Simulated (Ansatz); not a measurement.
C2H7InSi, SMILES `C=[C]([SiH3])[InH2]`. Total charge 0; spin multiplicity 1. In takes the def2 core potential. The structure was optimised at the PBE0-D4/def2-TZVP level.

```xyz
11

C     0.609   -1.475   -0.203
C     0.078   -0.256   -0.056
Si    0.855    0.984    1.084
In   -1.696    0.172   -1.197
H     0.184   -2.233   -0.862
H     1.509   -1.789    0.331
H    -0.116    1.402    2.133
H     1.238    2.211    0.329
H     2.069    0.423    1.743
H    -2.242   -1.136   -2.185
H    -2.489    1.699   -1.118
```

**Question.** What is the dipole moment at ωB97M-V/def2-TZVPP? (Best estimate.)

**Answer.** The calculation gave: 0.75 D, with components (-0.05, -0.67, -0.34) D in this frame, pointing from negative to positive charge.

**Question.** And with PBE, r2SCAN, B3LYP? (An estimate is asked.)

**Answer.** Computed: PBE 0.72 D, r2SCAN 0.75 D, B3LYP 0.72 D.

**Question.** Give the Mulliken charges with ωB97M-V, PBE, B3LYP in def2-TZVPP. (Best estimate.)

**Answer.** Ansatz gave: 
| atom | ωB97M-V | PBE | B3LYP |
| --- | --- | --- | --- |
| C1 | -0.18 | -0.17 | -0.19 |
| C2 | -0.37 | -0.21 | -0.29 |
| Si3 | 0.20 | 0.20 | 0.28 |
| In4 | 0.45 | 0.45 | 0.51 |
| H5 | 0.11 | 0.10 | 0.11 |
| H6 | 0.10 | 0.09 | 0.10 |
| H7 | -0.04 | -0.06 | -0.07 |
| H8 | -0.04 | -0.06 | -0.07 |
| H9 | -0.04 | -0.06 | -0.08 |
| H10 | -0.10 | -0.14 | -0.15 |
| H11 | -0.09 | -0.13 | -0.14 |

B3LYP here is the variant with VWN-RPA as its local correlation; programs differ in this.
